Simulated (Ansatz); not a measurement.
Geometry optimisation, RKS PBE0/def2-SVP (Ansatz 0.2.0).

input.yaml

```yaml
crystal:
  periodic: [false, false, false]
  atoms:
    - { symbol: B, position_ang: [-0.034894, 0.512982, 0.156427] }
    - { symbol: O, position_ang: [-0.701498, -1.129743, 2.076683] }
    - { symbol: H, position_ang: [-1.486893, -1.029301, 1.522585] }
    - { symbol: O, position_ang: [1.245194, 0.167888, -0.168769] }
    - { symbol: H, position_ang: [1.341244, -0.57121, -0.773307] }
    - { symbol: O, position_ang: [-1.173446, 0.06193, -0.459428] }
    - { symbol: H, position_ang: [-1.023, -0.608317, -1.131135] }
    - { symbol: O, position_ang: [-0.213041, 1.506099, 1.111345] }
    - { symbol: Si, position_ang: [0.973634, 2.477789, 1.786754] }
    - { symbol: H, position_ang: [1.821149, 1.684366, 2.726358] }
    - { symbol: H, position_ang: [1.825166, 3.101165, 0.732663] }
    - { symbol: H, position_ang: [0.257335, 3.538873, 2.548419] }
    - { symbol: H, position_ang: [-0.606349, -0.22022, 2.436805] }
basis:
  gaussian: { orbitals: def2-SVP }
hamiltonian:
  xc: pbe0
relax:
  f_tol: 0.03
  max_steps: 50
```

Launched with:

```bash
$ ansatz run input.yaml --threads 4 --pin off --max-ram 5120MiB --backend cpu --events-out ev --progress --plain --runs-dir out
```

**Question.** Where does it end, and by what steps?

**Answer.** The run converged. The force dipped under the threshold on the way, but the program's further checks kept it going. After 16 steps the energy has fallen by 0.037 eV; H13 moved furthest, 0.40 Å.

```csv
step,energy less start (eV),largest force component (eV/Å),accepted
0,0.0000,0.823,yes
1,-0.0215,0.455,yes
2,-0.0258,0.363,yes
3,-0.0281,0.349,yes
4,-0.0322,0.052,yes
5,-0.0350,0.078,yes
6,-0.0346,0.243,no
7,-0.0358,0.045,yes
8,-0.0366,0.089,yes
9,-0.0365,0.200,no
10,-0.0371,0.034,yes
11,-0.0371,0.143,no
12,-0.0370,0.067,no
13,-0.0373,0.010,yes
14,-0.0370,0.114,no
15,-0.0374,0.033,yes
16,-0.0374,0.022,yes
```

```xyz
13
Properties=species:S:1:pos:R:3
B -0.003 0.570 0.111
O -0.846 -1.236 2.142
H -1.431 -0.940 1.432
O 1.270 0.222 -0.243
H 1.357 -0.540 -0.820
O -1.148 0.023 -0.417
H -0.998 -0.670 -1.064
O -0.168 1.577 1.014
Si 1.003 2.518 1.753
H 1.852 1.686 2.656
H 1.858 3.201 0.739
H 0.274 3.535 2.560
H -0.795 -0.453 2.702
```

Whether the end is a true minimum wasn't checked by a vibrational analysis.

Time of the run: 34 s on 4 threads of Arm Neoverse V2, on a shared host, peak memory 0.3 GiB.
